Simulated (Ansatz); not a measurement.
Breaking the Sb1–Sb2 bond in Sb2 (multiplicity 1 held). Energies count from the point at 2.488 Å.


U- levels take the lowest unrestricted solution at each point, which mixes spins at long bonds. Active spaces are followed from rest. Curves can end on different states.

Cores are frozen in the correlated methods. Filled d and f shells under p-block atoms count as core.

Programs: Ansatz (Gaussian basis) for Hartree–Fock, density functionals and correlated methods. Each number belongs to the level named beside it. In def2 rows elements past Kr take small-core potentials, without spin–orbit coupling.

Energies in eV.

```
R (Å)  U-HF/def2-SVP  U-CCSD/def2-SVP  SC-NEVPT2 on CASSCF(10,8)/def2-SVP  FIC-MRCISD on CASSCF(10,8)/def2-SVP  FIC-MRCISD+Q on CASSCF(10,8)/def2-SVP
-----  -------------  ---------------  ----------------------------------  -----------------------------------  -------------------------------------
1.990           5.26             5.17                                5.42                                 5.41                                   5.43
2.239           1.29             1.01                                1.15                                 1.14                                   1.15
2.488           0.00             0.00                                0.00                                 0.00                                   0.00
2.737          -0.22             0.16                                0.11                                 0.11                                   0.10
2.986          -0.07             0.56                                0.61                                 0.61                                   0.59
3.359           0.15             1.09                                1.32                                 1.30                                   1.28
3.732           0.23             1.38                                1.73                                 1.70                                   1.68
4.354           0.26             1.53                                2.00                                 1.96                                   1.94
4.976           0.27             1.57                                2.07                                 2.03                                   2.01
5.722           0.28             1.59                                2.09                                 2.05                                   2.03
6.718           0.28             1.59                                2.10                                 2.06                                   2.04
7.962           0.28             1.59                                2.10                                 2.06                                   2.04
9.952           0.28             1.59                                2.10                                 2.06                                   2.04
```

Doubts at one or more of the structures used: a spin-contaminated determinant (U-HF/def2-SVP, U-CCSD/def2-SVP); T1 above 0.05 (U-CCSD/def2-SVP); the program's own flag: large difference (U-CCSD/def2-SVP).

Ansatz is a first-principles code.
